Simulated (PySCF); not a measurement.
## Shieldings and the share of exact exchange

Molecule: `InChI=1S/C3H7NSi/c1-3-5(2)4/h1,5H,4H2,2H3/t5-/m1/s1`.

Numbering as in the mapped SMILES `[CH:1]#[C:2][Si@@H:3]([CH3:4])[NH2:5]`; H(Xn) means a hydrogen on atom n.

GIAO shieldings (ppm, equivalent atoms averaged) in PySCF on the PBE0-D3(BJ)/def2-SVP geometry, basis pcSseg-2, gas phase, non-relativistic:

| functional | exact exchange (%) | σ(C2) | σ(Si3) |
| --- | --- | --- | --- |
| BLYP | 0 | 84.0 | 353.8 |
| BP86 | 0 | 87.6 | 362.3 |
| PBE | 0 | 87.0 | 362.9 |
| B3LYP | 20 | 86.8 | 365.9 |
| PBE0 | 25 | 90.7 | 378.1 |
| BHandHLYP | 50 | 91.4 | 384.5 |
| HF | 100 | 100.7 | 419.0 |

Question: Fit each shielding as a line in the percentage of exact exchange.

Answer: σ(C2) = 85.8 + 0.14 x (rms 1.5 ppm); σ(Si3) = 358.9 + 0.58 x (rms 4.0 ppm). The functionals also differ in their semilocal parts, which the line can't hold; Hartree–Fock has no correlation at all.

Question: What does the line predict for mPW1PW91 (25 %), and what does the run give?

Answer: σ(C2): 89.3 predicted, 90.4 computed; σ(Si3): 373.4 predicted, 377.1 computed ppm.
